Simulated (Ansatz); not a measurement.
GeCl, multiplicity 2 (the spin of the measured ground state), most abundant isotopes (34.9689 and 73.9212 u). Constants from fifth-degree fits in 1/R to seven points on the lowest solution found; no spin–orbit coupling, no relativity up to Kr; ω_e x_e and α_e move by some per cent with the fit.

Correlated levels freeze the inner cores; with def2 sets outer-core shells near the valence are correlated too.

Programs: Ansatz (a quantum-chemistry and plane-wave program) with Gaussian orbitals. Each number belongs to the level named beside it.

Total energies (hartree; each atom in its lowest state at that level) and vibrational constants (cm⁻¹):

| level | E(GeCl) at r_e | E(Cl) | E(Ge) | ω_e | ω_e x_e |
|---|---|---|---|---|---|
| PBE/def2-TZVPP | -2536.719141 | -459.958430 | -2076.601766 | 392 | 1.3 |
| B3LYP/def2-TZVPP | -2537.281730 | -460.167005 | -2076.965140 | 390 | 1.3 |
| wB97M-V/def2-TZVPP | -2537.084252 | -460.125172 | -2076.805905 | 409 | 1.3 |
| CCSD(T)/def2-QZVPP | -2535.646100 | -459.695345 | -2075.801618 | 412 | 1.3 |

Problem. Work out D_e and D₀ in eV.

Solution. 
D_e = E(Cl) + E(Ge) − E(molecule), times 27.2114 eV; D₀ = D_e − (ω_e/2 − ω_e x_e/4)/8065.54.
- PBE/def2-TZVPP: D_e = 4.325, zero point 0.024, D₀ = 4.301 eV
- B3LYP/def2-TZVPP: D_e = 4.070, zero point 0.024, D₀ = 4.046 eV
- wB97M-V/def2-TZVPP: D_e = 4.168, zero point 0.025, D₀ = 4.143 eV
- CCSD(T)/def2-QZVPP: D_e = 4.058, zero point 0.026, D₀ = 4.033 eV
No counterpoise correction is made.
